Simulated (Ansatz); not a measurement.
Correlation energies of C₅H₈O₃Sn, SMILES `CC1=CC(C)=[O+][Sn-]([OH])[O]1` by basis set

Cartesian coordinates in Å:
```
C -2.108 1.079 1.144
C -0.800 0.386 0.918
C -0.511 -0.130 -0.349
C 0.615 -0.892 -0.677
C 0.725 -1.480 -2.050
O 1.580 -1.158 0.103
Sn 2.055 -0.230 2.007
O 2.621 1.469 1.149
O -0.047 0.311 1.936
H -2.727 1.110 0.248
H -1.915 2.096 1.492
H -2.648 0.565 1.943
H -1.253 0.011 -1.121
H 0.817 -2.565 -1.964
H -0.128 -1.235 -2.680
H 1.644 -1.117 -2.518
H 2.080 1.780 0.419
```

Total charge 0; spin multiplicity 1. Correlated methods include outer-core shells of Sn, which these sets cover unevenly. Sn takes the def2 core potential. All single points use the PBE0-D4/def2-TZVP geometry. It is one conformer, not always the lowest. Frozen core, restricted reference, the Gaussian-basis code of Ansatz.

```
     basis     HF (Eh)  MP2 corr.  CCSD corr.       (T)  CCSD(T) total
  def2-SVP  -631.69417          ?    -1.37004         ?              ?
def2-TZVPP  -632.19847          ?    -1.84974  -0.07974              ?
def2-QZVPP  -632.22025          ?           –         –              –
```

**Question.** Fill in the withheld values. (Best estimate.)

**Answer.** The calculation gave: def2-SVP MP2 corr.: -1.31180; def2-SVP (T): -0.04728; def2-SVP CCSD(T) total: -633.11149; def2-TZVPP MP2 corr.: -1.82859; def2-TZVPP CCSD(T) total: -634.12795; def2-QZVPP MP2 corr.: -2.15211.
